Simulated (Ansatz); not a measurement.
Relaxation of CH8O2Si (12 atoms, charge 0, multiplicity 1), to a largest force component of 0.03 eV/Å in at most 50 steps.

The calculation used RKS PBE0-D4/def2-SVP in Ansatz.

```xyz
12
Properties=species:S:1:pos:R:3:forces:R:3
Si -1.791 0.049 -0.391 0.36 -0.80 0.78
O -1.351 -1.095 0.832 -0.19 0.89 -0.76
H -0.834 -0.157 -1.508 -0.01 0.01 0.00
H -3.173 -0.260 -0.879 0.01 0.00 0.03
H -1.778 1.448 0.119 -0.02 0.01 0.00
H 0.686 -0.148 1.114 -0.14 -0.02 -0.05
O 1.034 0.630 0.659 -0.03 -0.08 0.05
C 2.061 0.218 -0.196 0.00 0.01 -0.08
H -1.928 -1.058 1.603 0.02 -0.04 -0.03
H 2.937 -0.189 0.344 -0.01 0.00 0.01
H 1.736 -0.538 -0.937 -0.01 0.00 0.04
H 2.401 1.099 -0.760 0.02 0.00 0.01
```

Problem. Where does it end, and by what steps?

Solution. It converged. After 10 steps the energy has fallen by 0.085 eV; O2 moved furthest, 0.31 Å.

```
step  energy less start (eV)  largest force component (eV/Å)  accepted
   0                  0.0000                           0.894       yes
   1                 -0.0507                           0.379       yes
   2                 -0.0696                           0.224       yes
   3                 -0.0776                           0.144       yes
   4                 -0.0573                           0.692        no
   5                 -0.0815                           0.049       yes
   6                 -0.0831                           0.064       yes
   7                 -0.0841                           0.067       yes
   8                 -0.0845                           0.070       yes
   9                 -0.0849                           0.042       yes
  10                 -0.0850                           0.009       yes
```

```xyz
12
Properties=species:S:1:pos:R:3
Si -1.773 0.080 -0.385
O -1.107 -0.901 0.816
H -0.892 -0.017 -1.576
H -3.127 -0.461 -0.727
H -1.941 1.491 0.064
H 0.503 0.037 1.019
O 1.031 0.747 0.622
C 2.031 0.167 -0.160
H -1.709 -1.201 1.504
H 2.760 -0.417 0.435
H 1.634 -0.499 -0.952
H 2.590 0.974 -0.660
```

Run time: 25 s on 2 threads of Arm Neoverse V1, with other jobs on the host, peak memory 0.2 GiB.
